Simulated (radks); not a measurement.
Task: The mean radii <r> (bohr) of the occupied orbitals of an atom or ion are listed with their occupations. All-electron calculation, scalar-relativistic Kohn-Sham, SCAN, spin-polarised, spherical densities, finite nucleus; meta-GGA in the generalised Kohn-Sham scheme; Fermi nuclear charge, rms radius of each element as measured or else 0.836 A^(1/3) + 0.57 fm. Program: a radial shooting solver on a logarithmic mesh with Libxc functionals.

orbital  occ.      <r>
1s up       1  0.02037
1s down     1  0.02037
2s up       1  0.08642
2s down     1  0.08642
2p up       3  0.07671
2p down     3  0.07671
3s up       1   0.2250
3s down     1   0.2250
3p up       3   0.2244
3p down     3   0.2243
3d up       5   0.2039
3d down     5   0.2038
4s up       1   0.5079
4s down     1   0.5081
4p up       3   0.5386
4p down     3   0.5389
4d up       5   0.5835
4d down     5   0.5843
5s up       1    1.252
5s down     1    1.256
5p up       3    1.509
5p down     3    1.498
6s up       1    3.968
4f up       7   0.8271
4f down     5   0.8438
5d up       1    3.809

Name the element and its charge. Open shells, if any, are filled with parallel spins first.

Result: Z = 68, erbium, charge 0: Er in [Xe] 4f12 6s1 5d1. The 1s radius gives Z: for a bare nucleus <r> = (2 gamma + 1)/(2Z) with gamma = sqrt(1 - (Z/c)^2), 0.02012 bohr for Z = 68, and screening makes it slightly larger (0.02037 here). The occupations add up to 68, and the charge is Z minus that.
